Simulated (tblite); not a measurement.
Compound: C₆H₁₀NP.
SMILES with atom numbers: `[CH:1]#[C:2][CH2:3][P:4]([NH2:5])[CH:6]1[CH2:7][CH2:8]1` (hydrogens: H9 on C1; H10, H11 on C3; H12, H13 on N5; H14 on C6; H15, H16 on C7; H17, H18 on C8)

Computed with GFN2-xTB (tblite), gas phase: L-BFGS steps from a force-field or distance-geometry start until the largest atomic force falls under 0.01 eV/Å.

Geometry at step 1:
```
atom  x, y, z in Å
C1      2.9426   -1.5290    0.2367
C2      2.3961   -0.4874    0.2704
C3      1.7349    0.8231    0.3449
P4      0.1931    0.7767   -0.7231
N5     -0.4404    2.3377   -0.3536
C6     -0.9252   -0.1541    0.4002
C7     -1.1629   -1.6069    0.1059
C8     -2.2456   -0.6079   -0.1604
H9      3.4307   -2.4852    0.1999
H10     2.3962    1.6063   -0.0443
H11     1.4791    1.0882    1.3750
H12    -1.4083    2.3872   -0.6574
H13     0.0526    3.0525   -0.8773
H14    -0.9106    0.1408    1.4461
H15    -1.2837   -2.2759    0.9419
H16    -0.6664   -2.0621   -0.7423
H17    -3.1023   -0.6027    0.4991
H18    -2.4886   -0.3952   -1.1935
```

Task: Give the atomic forces at this geometry.

Result: 
```
atom  Fx (eV/Å)  Fy (eV/Å)  Fz (eV/Å)
  C1      1.462     -2.890     -0.113
  C2     -1.424      2.982      0.261
  C3      0.155     -0.494     -0.068
  P4     -0.089     -0.248     -0.248
  N5      0.098      0.055      0.172
  C6      0.073     -0.070     -0.088
  C7     -0.107      0.056     -0.076
  C8      0.085     -0.176      0.042
  H9     -0.407      0.783      0.012
 H10      0.010     -0.134     -0.078
 H11     -0.058     -0.126      0.015
 H12     -0.060     -0.074      0.069
 H13      0.145      0.098     -0.014
 H14      0.037      0.078     -0.053
 H15      0.014     -0.064      0.065
 H16      0.004      0.130      0.082
 H17      0.002      0.034     -0.043
 H18      0.061      0.062      0.063
```

The largest, 3.31 eV/Å, acts on C2 (C1 within 3 % of it); the rms over all components is 0.652 eV/Å. The forces sum to zero within rounding, as they must for an isolated molecule in no field.

Task: Give the force on C2 in Eh/bohr and in nN.

Result: 3.315 eV/Å ÷ 51.422 = 0.06446 Eh/bohr, and 3.315 eV/Å × 1.602 = 5.31 nN.

Task: How far is this geometry from the end of the optimisation?

Result: 0.104 eV above it, and 0.225 Å rms away after alignment. The bonds farthest from their final lengths, with half the difference of the two atoms' forces along the bond (positive lengthens):

| bond | now (Å) | final (Å) | force along bond (eV/Å) |
| --- | --- | --- | --- |
| C2–C3 | 1.470 | 1.439 | -1.91 |
| C1–H9 | 1.074 | 1.049 | -2.06 |
| C1≡C2 | 1.177 | 1.197 | +3.27 |
| C7–C8 | 1.497 | 1.491 | -0.16 |
| P4–C6 | 1.838 | 1.833 | -0.05 |
| P4–N5 | 1.725 | 1.728 | +0.15 |

The angle farthest from its final value is C3–P4–N5, 99.1° against 94.8°.

Of the 3 listed bonds off by 0.010 Å or more, this force points towards the final length in 3.
